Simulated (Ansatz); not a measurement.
The same path of CH₈OSi₂Zn (13 atoms, charge 0, multiplicity 1) was run twice with different band settings. The coordinate that changes most is the dihedral Si2–Si3–O4–Zn5.

These are results of Ansatz, RKS B3LYP-D4/def2-SVP, not measurements.

Relaxed end points:

```xyz
13
Properties=species:S:1:pos:R:3
C -1.708 0.384 0.794
Si 0.025 -0.199 1.300
Si 0.989 -1.343 -0.516
O 0.935 -0.300 -1.798
Zn 1.176 1.407 -2.228
H -2.390 -0.474 0.679
H -2.143 1.074 1.534
H -1.661 0.903 -0.177
H -0.036 -0.983 2.573
H 0.874 1.012 1.561
H 0.211 -2.582 -0.833
H 2.391 -1.774 -0.201
H 1.357 2.841 -2.673
```

```xyz
13
Properties=species:S:1:pos:R:3
C -1.798 0.375 1.071
Si -0.135 -0.406 1.536
Si 1.042 -0.878 -0.443
O 0.950 0.482 -1.376
Zn 1.412 1.244 -2.909
H -2.431 -0.349 0.533
H -2.350 0.724 1.957
H -1.624 1.234 0.404
H -0.347 -1.642 2.356
H 0.651 0.553 2.375
H 0.420 -2.061 -1.133
H 2.465 -1.270 -0.160
H 1.765 1.959 -4.195
```

Common settings: movable images 5; climbing image yes; spring 5.0 eV/Å²; optimiser quadratic models (default); start path through a guess of the saddle point; force threshold 0.05 eV/Å; end points relaxed.

| run | iteration limit |
| --- | --- |
| 1 | 60 |
| 2 | 10 |

Q: What does each run give, and how far can it be trusted?

A: Run 1: converged after 46 iterations, highest image 0.055 eV above the first end. A structure lower than the last end lies on the path between it and the top, so the climb from that side starts below the end, which may itself be a saddle point or a shallow side well. The dihedral Si2–Si3–O4–Zn5 jumps by 111° between images 5 and 6, so the path isn't resolved there. A vibrational analysis at the climbing image gives one clearly imaginary mode, 63i cm⁻¹: a first-order saddle point.
Run 2: not converged after 10 iterations, highest image 0.055 eV above the first end. The band didn't meet its force threshold, so its energies are provisional: the largest band force was still 0.19 eV/Å, and over the last iterations the top moved between 0.05 and 0.09 eV.
